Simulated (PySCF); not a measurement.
Al(Br)3, SMILES [Br][Al]([Br])[Br] (AlBr3), CAM-B3LYP/def2-SVP optimised geometry.

```
4

Al    -0.56     0.00     0.00
Br     1.67     0.00     0.00
Br    -1.67     1.93     0.00
Br    -1.67    -1.93     0.00
```

Density from CAM-B3LYP/def2-TZVP run with PySCF at that geometry.

Minimum of the electron density along straight lines between bonded atoms, close to the bond critical point (lines longer than 1.1 times the sum of covalent radii, or with two minima, are not listed):

```csv
bond,length / Å,ρ at the minimum / e bohr⁻³,∇²ρ there / e bohr⁻⁵,position (fraction from the first atom)
Al1–Br2,2.229,0.071,0.20,0.37
Al1–Br3,2.230,0.071,0.20,0.37
Al1–Br4,2.229,0.071,0.20,0.37
```
